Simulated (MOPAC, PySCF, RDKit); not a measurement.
Complex: H2O (SMILES O) (first 3 atoms) with CH3Br (SMILES CBr); geometry from B3LYP-D3(BJ)/def2-TZVP, rigid monomers moved along the line of their centres of mass till H2···Br5 is 3.73 Å.
(charge 0, multiplicity 1):
```xyz
8

O     -0.16628     0.15742     0.82802
H      0.75648    -0.03766     1.03932
H     -0.13801     0.95277     0.28653
C      1.37468    -0.11356     4.85008
Br     3.10387    -0.25665     3.92672
H      1.44789     0.72116     5.53783
H      1.21539    -1.04797     5.37596
H      0.62502     0.05312     4.08441
```

Interaction energies are E(AB) − E(A) − E(B) at the monomers' geometry in the complex; basis-set methods are counterpoise corrected. Rows marked so take none.

Rows in 6-31G* carry no dispersion term and start afresh at each structure (6-31G* with six Cartesian d functions); the Pople sets are all-electron and without relativity. The state that PM3 reach isn't checked.

The values were computed with MOPAC for PM3 (differences of heats of formation); PySCF for 6-31G* rows; RDKit for the force fields. 

### Question
One of these levels gives -7.5 kJ/mol for the interaction energy. Which one is it?
A) PM3
B) B3LYP/6-31G* (no counterpoise)
C) MMFF94

### Answer
B, B3LYP/6-31G* (no counterpoise). The others give -4.7 (MMFF94), -2.9 (PM3)
